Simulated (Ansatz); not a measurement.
A nudged elastic band was laid between two geometries of C2H8BN3 (14 atoms, charge 0, multiplicity 1).

Theory: Ansatz, RKS PBE-D4/def2-SVP.

| Item | Value |
| --- | --- |
| movable images | 5 |
| climbing image | yes |
| spring | 5.0 eV/Å² |
| optimiser | quadratic models (default) |
| start path | through a guess of the saddle point |
| force threshold | 0.03 eV/Å |
| iteration limit | 60 |
| end points | relaxed |

Image 0:

```xyz
14
Properties=species:S:1:pos:R:3
B -0.835 -1.295 1.450
C 0.485 -0.608 0.906
N 1.649 0.034 0.903
N -0.517 -0.539 0.065
C -0.838 0.496 -0.884
N 0.382 0.940 -1.572
H -0.995 -2.505 1.374
H -1.458 -0.663 2.302
H 2.330 -0.120 1.645
H 1.847 0.662 0.111
H -1.641 0.116 -1.561
H -1.267 1.378 -0.348
H 0.202 1.823 -2.068
H 0.643 0.253 -2.294
```

Image 6:

```xyz
14
Properties=species:S:1:pos:R:3
B 0.154 -1.631 1.918
C 0.039 -0.463 0.919
N -0.197 0.560 1.713
N -0.142 -0.405 -0.418
C -0.422 0.813 -1.156
N 0.417 0.853 -2.344
H -0.775 -2.406 2.060
H 1.110 -1.665 2.668
H 0.190 0.400 2.661
H -0.030 -1.256 -0.971
H -1.485 0.834 -1.488
H -0.299 1.645 -0.422
H 1.371 1.146 -2.099
H 0.057 1.545 -3.011
```

**Question.** What changes between the two ends?

**Answer.** Bonds broken: B1–N4, N3–H10. Bonds formed: N4–H10.

**Question.** Give the energies along the band, and the barrier.

**Answer.** It did not converge within its limit. The highest image is number 3 of 0 to 6, 2.26 eV above the first end and 1.77 eV above the last; the last end lies 0.49 eV above the first. The band didn't meet its force threshold, so its energies are provisional: the largest band force was still 0.06 eV/Å, and over the last iterations the top stayed at 2.26 eV. Neighbouring images lie up to 3.8 Å apart, so the band is torn or far too coarse. The orbitals stay closed-shell, which can raise the energy where a bond breaks towards radicals; this wasn't checked here.

```tsv
image	path coordinate (Å)	energy (eV)	B1–N4 (Å)	N3–H10 (Å)	N4–H10 (Å)
0	0.00	0.00	1.61	1.03	2.65
1	3.02	0.56	2.45	1.04	2.60
2	6.04	0.11	1.61	1.02	2.75
3	9.06	2.26	2.62	1.36	1.37
4	12.88	0.51	1.64	2.97	1.03
5	16.70	0.52	2.66	3.24	1.02
6	20.52	0.49	2.65	3.24	1.02
```

Time of the run: 13 min on 2 threads of Arm Neoverse V1, with other jobs on the host, peak memory 0.16 GiB.
